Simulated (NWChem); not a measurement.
Molecule: C₂H₄BFO₂; SMILES B(F)(C)C(=O)O

```xyz
10

C     -1.0964    -1.6516     0.4790
B      0.0755    -0.7598    -0.0164
F      1.2023    -1.2753    -0.4832
C     -0.0650     0.8401    -0.0618
O     -0.9412     1.3867    -0.6878
O      0.8581     1.5160     0.6325
H     -1.2862    -1.4591     1.5495
H     -0.9186    -2.7264     0.3377
H     -2.0205    -1.3527    -0.0431
H      0.6601     2.4628     0.5257
```
Atoms are numbered in this order, from 1.

Results from NWChem. Structure relaxed at the PBE0/def2-SVP level. B3LYP is NWChem's, with the RPA form of VWN correlation. Vertical excitations in the gas phase.

**Question.** What does the run give for B3LYP/def2-SVP, full TDDFT? Quantities: lowest excitation, singlet (eV); oscillator strength of that lowest state; orbital gap (eV).

**Answer.** The lowest excitation, singlet (eV) is 4.78, the oscillator strength of that lowest state is 0.009 and the orbital gap (eV) is 6.24.
